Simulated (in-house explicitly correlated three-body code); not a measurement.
Computed with an exponentially correlated three-body code. Model: two electrons around a point charge, non-relativistic, variational in 260 exponentially correlated functions (energies converged to about 1e-7 hartree, or 1e-8 relative for large Z).

For two electrons in a singlet the Kohn-Sham orbital is the square root of half the density, so the exact Kohn-Sham potential and energy parts follow from the density alone, and exchange is minus half the Hartree energy. The Kohn-Sham level equals minus the binding energy of the second electron.

Command:
```bash
python run_hyl.py task.json out
```
Settings (lengths in bohr, energies in hartree):
```
Z                      1.74
interaction_strength   1
functions              260
states_tried           13
```

Run time, properties included: 35 s on 1 thread of Intel(R) Xeon(R) Platinum 8375C CPU @ 2.90GHz (Ice Lake) (shared host).

**Those bound S and P states to n = 4 that converged, binding against the one-electron ion.**

Given: nuclear charge 1.74.

Computed: one-electron threshold -1.5138 hartree.

```
term  energy (hartree)  binding (eV)  quantum defect
1 1S       -2.09336201        15.771         0.31267
2 3S       -1.61722517        2.8143         0.37294
2 1S                 ?             ?               ?
2 3P       -1.58651783        1.9788        0.059578
2 1P       -1.58186273        1.8521      -0.0056818
3 3S                 ?             ?               ?
3 1S       -1.54838397       0.94108         0.18629
3 3P       -1.54556887       0.86447        0.064272
3 1P       -1.54406743       0.82362      -0.0076614
4 3S       -1.53448078       0.56275         0.36141
4 1S       -1.53260366       0.51167         0.18411
4 3P       -1.53148906       0.48134        0.065728
4 1P       -1.53084217       0.46374      -0.0082449
```

Task: What belongs in the row 2 1S?

Result: energy (hartree): -1.59771224; binding (eV): 2.2834; quantum defect: 0.19364.

Task: What belongs in the row 3 3S?

Result: energy (hartree): -1.55320309; binding (eV): 1.0722; quantum defect: 0.36396.

**Converged states only, values per electron or pair.**

```
term  mean r (bohr)  mean r squared (bohr²)  mean inverse r (1/bohr)  mean r12 (bohr)  mean inverse r12 (1/bohr)  mean cosine  mean p1 dot p2 (bohr⁻²)  delta r1 (bohr⁻³)  delta r12 (bohr⁻³)
1 1S         1.1105                  1.7192                   1.4285           1.7117                    0.78432    -0.072907                  0.12586             1.1329            0.057849
2 3S         3.1604                  18.028                  0.99143           5.5611                    0.21571    -0.016309                0.0049882            0.86144                   -
2 1S         3.7835                  26.678                  0.97331           6.7821                     0.1917    -0.013657                0.0064538            0.85563           0.0037604
2 3P              ?                       ?                        ?                ?                          ?            ?                        ?                  ?                   -
2 1P         3.8428                  28.368                  0.96138           6.8933                    0.18189   -0.0075226                 0.020321            0.83873          0.00022513
3 3S              ?                       ?                        ?                ?                          ?            ?                        ?                  ?                   -
3 1S         8.4819                   147.7                  0.91414           16.133                   0.084427   -0.0038835                0.0017355            0.84301           0.0010276
3 3P         8.4719                  150.03                  0.91314           16.119                   0.086591   -0.0081256               -0.0089842            0.83635                   -
3 1P         8.9306                  166.79                  0.91073           17.029                   0.081189   -0.0020139                0.0065785            0.83856          7.7252e-05
4 3S          13.87                  407.28                   0.8963           26.897                    0.05018   -0.0016088               0.00046747            0.84056                   -
4 1S         15.208                  491.79                  0.89438           29.572                   0.047225   -0.0015916               0.00069942            0.84025          0.00041636
4 3P         15.429                  511.59                  0.89399           30.016                    0.04809   -0.0033718                -0.003755            0.83757                   -
4 1P         16.044                  553.22                  0.89296           31.241                   0.045802   -0.0008225                0.0028505             0.8385          3.4114e-05
```

Task: What belongs in the row 2 3P?

Result: mean r (bohr): 3.5432; mean r squared (bohr²): 24.048; mean inverse r (1/bohr): 0.96912; mean r12 (bohr): 6.3217; mean inverse r12 (1/bohr): 0.1995; mean cosine: -0.028018; mean p1 dot p2 (bohr⁻²): -0.030052; delta r1 (bohr⁻³): 0.8314.

Task: What belongs in the row 3 3S?

Result: mean r (bohr): 7.5017; mean r squared (bohr²): 114.36; mean inverse r (1/bohr): 0.91893; mean r12 (bohr): 14.179; mean inverse r12 (1/bohr): 0.091484; mean cosine: -0.0041406; mean p1 dot p2 (bohr⁻²): 0.0012166; delta r1 (bohr⁻³): 0.84399.

**Electric-dipole lines between converged S and P states, rate of the upper state's decay.**

| s state | p state | p minus s (eV) | oscillator strength from s | rate (1/s) |
| --- | --- | --- | --- | --- |
| 1 1S | 2 1P | 13.919 | 0.20265 | 5.6785e+08 |
| 1 1S | 3 1P | 14.947 | 0.056107 | 1.8131e+08 |
| 1 1S | 4 1P | ? | ? | ? |
| 2 1S | 2 1P | 0.43129 | 0.47007 | 1.2647e+06 |
| 2 1S | 3 1P | 1.4597 | 0.10249 | 3.1588e+06 |
| 2 1S | 4 1P | 1.8196 | 0.036463 | 1.7462e+06 |
| 3 1S | 2 1P | -0.911 | -0.18029 | 6.4928e+06 |
| 3 1S | 3 1P | 0.11746 | 0.77369 | 154390 |
| 3 1S | 4 1P | 0.47734 | 0.090156 | 297120 |
| 4 1S | 2 1P | -1.3404 | -0.029948 | 2.3348e+06 |
| 4 1S | 3 1P | -0.31195 | -0.37606 | 1.5879e+06 |
| 4 1S | 4 1P | 0.047932 | 1.0557 | 35081 |
| 2 3S | 2 3P | 0.83559 | 0.65493 | 6.6141e+06 |
| 2 3S | 3 3P | 1.9499 | 0.023966 | 1.3179e+06 |
| 2 3S | 4 3P | 2.333 | 0.012379 | 974540 |
| 3 3S | 2 3P | -0.90654 | -0.26974 | 9.6188e+06 |
| 3 3S | 3 3P | ? | ? | ? |
| 3 3S | 4 3P | 0.59087 | 0.01172 | 59183 |
| 4 3S | 2 3P | -1.416 | -0.035977 | 3.1301e+06 |
| 4 3S | 3 3P | -0.30172 | -0.55399 | 2.1884e+06 |
| 4 3S | 4 3P | 0.081409 | 1.459 | 139850 |

Task: What belongs in the row 1 1S 4 1P?

Result: p minus s (eV): 15.307; oscillator strength from s: 0.023105; rate (1/s): 7.83e+07.

Task: What belongs in the row 3 3S 3 3P?

Result: p minus s (eV): 0.20774; oscillator strength from s: 1.0742; rate (1/s): 670530.

**Exact Kohn-Sham parts of the ground state from its density.**

Computed: total energy -2.09336201 hartree; Kohn-Sham kinetic 2.0581 hartree; Hartree energy 1.7223 hartree; DFT correlation energy -0.041552 hartree; kinetic part of the DFT correlation energy 0.035271 hartree; potential part of the DFT correlation energy -0.076823 hartree; exact minus restricted Hartree-Fock -0.041446 hartree; Kohn-Sham level -15.771 eV; restricted Hartree-Fock level -16.179 eV; dipole polarisability 2.901 bohr³.

Task: What is the exchange energy?

Result: -0.86114 hartree.

Task: What is the C6 of two such species?

Result: 4.3538 hartree·bohr⁶.

The correlation energy of density-functional theory lies 0.11 millihartree below exact minus Hartree-Fock, because the Hartree-Fock density, unlike the exact one, minimises the Hartree-Fock energy.
